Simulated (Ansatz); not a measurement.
Abridged output of a molecular run in Ansatz:

```
Functional definition: HF
  name "HF"
  cite "Fock, Z. Phys. 61, 126 (1930) doi:10.1007/BF01340294"
  parent pbe
  exchange = exact_x
  correlation = 0
1989 factors; integrals over basis functions are off by at most 1.4e-3 eV
mean field evaluation 1: about -33103.0973 eV, gradient 3.8e1 eV
mean field evaluation 2: about -33103.4244 eV, gradient 3.8e1 eV
mean field evaluation 4: about -33107.7204 eV, gradient 4.9e0 eV
mean field evaluation 8: about -33107.8302 eV, gradient 1.5e-1 eV
mean field evaluation 16: about -33107.8303 eV, gradient 1.5e-6 eV
mean field -33107.83029703 eV, -1216.6903221225 hartree, gradient 1.5e-6 eV, S^2 0.000000; 0 other end points of the search recorded, 0 dependent functions left out
21 core orbitals not correlated: weight in the atoms' cores, before any rotation towards them, 1.000 or more for the frozen orbitals, at most 0.000 for the correlated occupied ones
reference -33107.83029703 eV, -1216.6903221225 hartree; 16, 16 occupied and 316, 316 virtual orbitals, 1989 factors
second order -19.56974734 eV of doubles, -0.00000000 eV of singles
cycle   1  -21.18930717 eV  change    -1.6e0 eV  update   1.1e-1
cycle   2  -21.92484628 eV  change   -7.4e-1 eV  update   3.6e-2
cycle   3  -22.00809072 eV  change   -8.3e-2 eV  update   1.4e-2
cycle   4  -21.99812097 eV  change    1.0e-2 eV  update   4.1e-3
cycle   5  -21.99688474 eV  change    1.2e-3 eV  update   1.5e-3
cycle   6  -21.99644641 eV  change    4.4e-4 eV  update   4.1e-4
cycle   7  -21.99631885 eV  change    1.3e-4 eV  update   1.1e-4
cycle   8  -21.99636285 eV  change   -4.4e-5 eV  update   4.1e-5
cycle   9  -21.99637506 eV  change   -1.2e-5 eV  update   1.5e-5
perturbative correction -0.79345630 eV, -0.0291589813 hartree
Total energy: -33130.62012839 eV, -1217.5278329775 hartree
```

Its atoms:

```xyz
16

Si    1.400    1.091   -2.539
Si    1.135    0.600   -0.264
N    -0.458    1.019    0.264
Si   -1.533    0.148    1.305
Si   -0.864   -2.082    1.564
H     0.498    0.247   -3.369
H     1.057    2.521   -2.787
H     2.807    0.867   -2.971
H     2.208    1.296    0.507
H     1.298   -0.860   -0.026
H    -0.774    1.943    0.000
H    -1.628    0.767    2.661
H    -2.911    0.179    0.737
H     0.435   -2.196    2.280
H    -1.910   -2.757    2.382
H    -0.759   -2.782    0.257
```

Q: Which basis set was used?
A. def2-SVP
B. def2-TZVPP
C. def2-SVPD
D. def2-QZVPP

A: B. It gives 353 functions.

Q: Write the keys of the input that set method, charge and spin (a neutral closed shell needs none for the last two).

A: 
```yaml
correlation: {method: ccsd_t}
```
